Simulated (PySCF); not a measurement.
UHF on Ar³⁺ (argon, charge +3)

Configuration: [Ne] 3s2 3p3, high-spin 4S determinant. Calculation: PySCF 2.14, in aug-cc-pV(T+d)Z; no relativity, point nucleus.

- Total energy: -523.861092 hartree
- One-electron energy: -698.8262 hartree
- Hartree (Coulomb) energy: 204.0093 hartree
- Exchange energy: -29.0442 hartree
- Kinetic energy: 523.75233 hartree
- ⟨S²⟩: 3.7508
- ⟨L²⟩: 0.000
- Sum of ⟨r⟩: 10.04 bohr
- Sum of ⟨r²⟩: 12.12 bohr²
- Density at the nucleus (Gaussians lack the cusp): 3790 bohr⁻³
- Spin density at the nucleus: 0.620 bohr⁻³
- Langevin diamagnetic susceptibility: -9.60 ×10⁻⁶ cm³/mol

```
shell  electrons  mean orbital energy (hartree)  rms radius, mean of both spins (bohr)
 1s α          1                     -120.45316                                 0.0998
 1s β          1                     -120.39985                                 0.0998
 2s α          1                      -14.10456                                  0.447
 2s β          1                      -14.05406                                  0.447
 2p α          3                      -11.36929                                  0.417
 2p β          3                      -11.27842                                  0.417
 3s α          1                       -2.93419                                   1.40
 3s β          1                       -2.47907                                   1.40
 3p α          3                       -2.17600                                   1.50
```

Spin-orbit constants ζ (cm⁻¹) from the X2C one-electron operator on these orbitals (non-relativistic here): bare nucleus, nucleus screened by l(l+1)(2l+1)/3 electrons, and screened by the Breit-Pauli mean field of the electrons.

```
shell   bare  screened nucleus  mean field
   2p  12900             11470       10810
   3p   1339              1190        1112
```
